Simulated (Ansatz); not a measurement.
C2H7FGaN, SMILES `C[NH][GaH][CH2]F` at its PBE0-D4/def2-TZVP geometry, where that method's forces vanish. Total charge 0; spin multiplicity 1.

```xyz
12

C     0.7763    1.6036    0.5135
N     1.0501    0.6177   -0.5086
Ga    0.1757   -0.9234   -0.8832
C    -1.4089   -1.4552    0.1971
F    -1.7205   -0.5364    1.1991
H    -0.0937    1.3036    1.0975
H     1.6166    1.7195    1.2089
H     0.5623    2.5908    0.0859
H     1.8487    0.8529   -1.0769
H     0.7288   -1.7818   -2.0685
H    -1.2425   -2.4267    0.6762
H    -2.2930   -1.5646   -0.4411
```

(1) What forces (eV/Å) does PBE-D4/def2-TZVPP give on these atoms in the Gaussian-basis code of Ansatz? (Estimate.)

Answers

(1) The calculation gave: 
```
C1  -0.025  0.063  0.071
N2  -0.050 -0.019  0.032
Ga3 -0.070 -0.278 -0.144
C4   0.116 -0.153 -0.230
F5  -0.145  0.413  0.456
H6  -0.173 -0.054  0.121
H7   0.170  0.038  0.148
H8  -0.040  0.212 -0.075
H9   0.288  0.074 -0.214
H10  0.051 -0.027 -0.071
H11  0.054 -0.228  0.075
H12 -0.177 -0.041 -0.168
```
